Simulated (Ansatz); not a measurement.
`[NH2][W](=[O])(=[O])[OH]` + HCl → `[O]=[W](=[O])([OH])[Cl]` + NH₃ at 500 K and 1 bar (ligand exchange at a W–N bond).

Calculated with Ansatz (gas phase, PBE0-D4/def2-TZVP geometries, no zero-point term in ΔE). CBS: MP2 limit from def2 TZ/QZ plus the TZ coupled-cluster correction, frozen cores. This one scheme is used for every species. def2 core potentials past Kr. For W outer-core shells are correlated without core-valence functions, which leaves a few kJ/mol of doubt a bond. Each species was taken in one conformer, which may not be the lowest.

| species | CCSD(T)/CBS energy (Eh) | H − E (kJ/mol) | S (J/(mol·K)) |
| --- | --- | --- | --- |
| `[NH2][W](=[O])(=[O])[OH]` | -349.16250 | 163.6 | 410.6 |
| HCl | -460.38127 | 32.5 | 201.9 |
| `[O]=[W](=[O])([OH])[Cl]` | -753.05462 | 95.3 | 399.5 |
| NH₃ | -56.50880 | 108.2 | 211.8 |

H − E and S are ideal-gas, rigid-rotor, harmonic terms from PBE0-D4/def2-TZVP, for one conformer and one mirror image of each species. 1 Eh = 2625.50 kJ/mol, R = 8.31446 J/(mol·K).

By hand: ΔE, ΔH, ΔS and ΔG.

ΔE = (-753.05462) + (-56.50880) − (-349.16250) − (-460.38127) = -0.01965 Eh = -51.6 kJ/mol. Δ(H − E) = 95.3 + 108.2 − 163.6 − 32.5 = 7.4, so ΔH = -44.2 kJ/mol. ΔS = 399.5 + 211.8 − 410.6 − 201.9 = -1.2 J/(mol·K). ΔG = -44.2 − 500 × (-1.2)/1000 = -43.6 kJ/mol.

By hand: the equilibrium constant, and the temperature at which ΔG would vanish if ΔH and ΔS stayed fixed.

log₁₀ K = −ΔG/(RT ln 10) = 4.6. ΔG = 0 at ΔH/ΔS = 36833 K, far beyond where these terms or the molecules hold.

The number of gas molecules stays the same, so ΔS is small and ΔH decides. A doubt of 5 kJ/mol in ΔE shifts log₁₀ K by 0.5 here. Other conformers and mirror images would add mixing entropy, several J/(mol·K) or more a flexible species. These are equilibria of isolated gas molecules and say nothing of rates. Largest T1 diagnostic: 0.022 (customary marks: 0.02 for closed shells, 0.045 for open ones).
